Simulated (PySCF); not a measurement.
C₂H₅S, doublet, geometry from GFN2-xTB, with bond 6-3 at 1.3 times its length; HF/6-31G* run with PySCF.

Here is a job for PySCF.
```python
from pyscf import gto, scf

mol = gto.M(
    atom='''
C     1.41199167    0.00319862   -0.33553381
S    -0.01253372   -0.27991522    0.55216316
C    -1.25634495    0.39924910   -0.58861499
H     2.31592011   -0.35974411    0.10918880
H     1.44609666    0.84505224   -0.99891045
H    -1.00609498    1.77453375   -0.78611941
H    -1.20327042   -0.13665467   -1.53140821
H    -2.22824214    0.25814347   -0.12804644
''',
    basis='6-31g*',
    spin=1,
    verbose=4,
)

mf = scf.UHF(mol)
mf.kernel()
mf.analyze()
```

Output, abridged:

```
PySCF version 2.14.0

[INPUT] verbose = 4
[INPUT] num. atoms = 8
[INPUT] num. electrons = 33
[INPUT] charge = 0
[INPUT] spin (= nelec alpha-beta = 2S) = 1
[INPUT] symmetry False subgroup None
[INPUT] Mole.unit = angstrom
[INPUT] Symbol           X                Y                Z      unit          X                Y                Z       unit  Magmom
[...]
nuclear repulsion = 103.2145295823
number of shells = 30
number of NR pGTOs = 125
number of NR cGTOs = 56
basis = 6-31g*
ecp = {}

******** <class 'pyscf.scf.uhf.UHF'> ********
method = UHF
initial guess = minao
damping factor = 0
level_shift factor = 0
DIIS = <class 'pyscf.scf.diis.CDIIS'>
diis_start_cycle = 1
diis_space = 8
diis_damp = 0
SCF conv_tol = 1e-09
SCF conv_tol_grad = None
SCF max_cycles = 50
direct_scf = True
direct_scf_tol = 1e-13
number electrons alpha = 17  beta = 16
Set gradient conv threshold to 3.16228e-05
init E= -476.147732405587

cycle= 1 E= -476.011771804509  delta_E= 0.136  |g|= 0.229  |ddm|= 1.79
cycle= 2 E= -476.052652338003  delta_E= -0.0409  |g|= 0.0995  |ddm|= 0.338
cycle= 3 E= -476.05993825998  delta_E= -0.00729  |g|= 0.0392  |ddm|= 0.116
cycle= 4 E= -476.062272180284  delta_E= -0.00233  |g|= 0.015  |ddm|= 0.0813
cycle= 5 E= -476.062904785147  delta_E= -0.000633  |g|= 0.00722  |ddm|= 0.0476
cycle= 6 E= -476.063061724787  delta_E= -0.000157  |g|= 0.0031  |ddm|= 0.0263
cycle= 7 E= -476.06308633873  delta_E= -2.46e-05  |g|= 0.00104  |ddm|= 0.0127
cycle= 8 E= -476.063088574631  delta_E= -2.24e-06  |g|= 0.000428  |ddm|= 0.00356
cycle= 9 E= -476.063089000726  delta_E= -4.26e-07  |g|= 0.000178  |ddm|= 0.00176
cycle= 10 E= -476.063089079322  delta_E= -7.86e-08  |g|= 7.92e-05  |ddm|= 0.000744
cycle= 11 E= -476.063089098299  delta_E= -1.9e-08  |g|= 3.57e-05  |ddm|= 0.000403
cycle= 12 E= -476.063089102195  delta_E= -3.9e-09  |g|= 2.02e-05  |ddm|= 0.000167
cycle= 13 E= -476.06308910356  delta_E= -1.36e-09  |g|= 1.38e-05  |ddm|= 7.41e-05
cycle= 14 E= -476.063089104386  delta_E= -8.26e-10  |g|= 9.02e-06  |ddm|= 5.79e-05
Extra cycle  E= -476.063089104551  delta_E= -1.65e-10  |g|= 7.39e-06  |ddm|= 1.67e-05
converged SCF energy = -476.063089104551  <S^2> = 0.76438183  2S+1 = 2.0143305
**** SCF Summaries ****
Total Energy =                        -476.063089104550613
Nuclear Repulsion Energy =             103.214529582299747
One-electron Energy =                 -859.754272240761566
Two-electron Energy =                  280.476653553911206
Two-electron Coulomb Energy =          317.595750732719864
DFT Exchange-Correlation Energy =      -37.119097178808659
**** MO energy ****
                             alpha | beta                alpha | beta
[...]
To work with the spin densities directly, `use mulliken_meta_spin()` only printing them here.

 ** Mulliken spin pop alpha/beta on meta-lowdin orthogonal AOs **
 ** Mulliken Spin Density (per AO)  **
spin_pop of  0 C 1s       -0.00000
spin_pop of  0 C 2s        0.08997
spin_pop of  0 C 3s       -0.00012
spin_pop of  0 C 2px       0.05220
spin_pop of  0 C 2py       0.45168
spin_pop of  0 C 2pz       0.42065
spin_pop of  0 C 3px      -0.00007
spin_pop of  0 C 3py       0.00369
spin_pop of  0 C 3pz       0.00432
spin_pop of  0 C 3dxy     -0.00009
spin_pop of  0 C 3dyz     -0.00161
spin_pop of  0 C 3dz^2    -0.00016
spin_pop of  0 C 3dxz     -0.00024
spin_pop of  0 C 3dx2-y2   -0.00038
spin_pop of  1 S 1s       -0.00000
spin_pop of  1 S 2s       -0.00000
spin_pop of  1 S 3s        0.00438
spin_pop of  1 S 4s        0.00063
spin_pop of  1 S 2px      -0.00000
spin_pop of  1 S 2py       0.00000
spin_pop of  1 S 2pz      -0.00000
spin_pop of  1 S 3px      -0.03022
spin_pop of  1 S 3py       0.07332
spin_pop of  1 S 3pz       0.00826
spin_pop of  1 S 4px      -0.00042
spin_pop of  1 S 4py       0.00119
spin_pop of  1 S 4pz       0.00033
spin_pop of  1 S 3dxy      0.00079
spin_pop of  1 S 3dyz      0.00042
spin_pop of  1 S 3dz^2     0.00040
spin_pop of  1 S 3dxz      0.00019
spin_pop of  1 S 3dx2-y2    0.00044
spin_pop of  2 C 1s        0.00000
spin_pop of  2 C 2s       -0.00115
spin_pop of  2 C 3s        0.00001
spin_pop of  2 C 2px      -0.00091
spin_pop of  2 C 2py      -0.00447
spin_pop of  2 C 2pz      -0.00157
spin_pop of  2 C 3px       0.00006
spin_pop of  2 C 3py       0.00018
spin_pop of  2 C 3pz      -0.00001
spin_pop of  2 C 3dxy      0.00005
spin_pop of  2 C 3dyz      0.00005
spin_pop of  2 C 3dz^2     0.00002
spin_pop of  2 C 3dxz     -0.00004
spin_pop of  2 C 3dx2-y2    0.00002
spin_pop of  3 H 1s       -0.04742
spin_pop of  3 H 2s        0.00027
spin_pop of  4 H 1s       -0.04237
spin_pop of  4 H 2s        0.00022
spin_pop of  5 H 1s        0.01117
spin_pop of  5 H 2s        0.00026
spin_pop of  6 H 1s        0.00656
spin_pop of  6 H 2s        0.00022
spin_pop of  7 H 1s       -0.00064
spin_pop of  7 H 2s       -0.00003
 ** Mulliken Spin Density (per atom)  **
spin density of  0 C =      1.01983
spin density of  1 S =      0.05970
spin density of  2 C =     -0.00777
spin density of  3 H =     -0.04714
spin density of  4 H =     -0.04215
spin density of  5 H =      0.01142
spin density of  6 H =      0.00678
spin density of  7 H =     -0.00067
 ** Mulliken pop alpha/beta on meta-lowdin orthogonal AOs **
 ** Mulliken pop       alpha | beta **
In total            17.00000 | 16.00000
 ** Mulliken atomic charges   ( Nelec_alpha | Nelec_beta ) **
charge of  0C =     -0.35690  (     3.68836      2.66854 )
charge of  1S =      0.15749  (     7.95111      7.89141 )
charge of  2C =     -0.29244  (     3.14234      3.15010 )
charge of  3H =      0.11828  (     0.41729      0.46443 )
charge of  4H =      0.10950  (     0.42418      0.46633 )
charge of  5H =      0.02717  (     0.49212      0.48070 )
charge of  6H =      0.11570  (     0.44554      0.43876 )
charge of  7H =      0.12120  (     0.43906      0.43973 )
Dipole moment(X, Y, Z, Debye): -0.21980,  0.61068, -1.04202
```
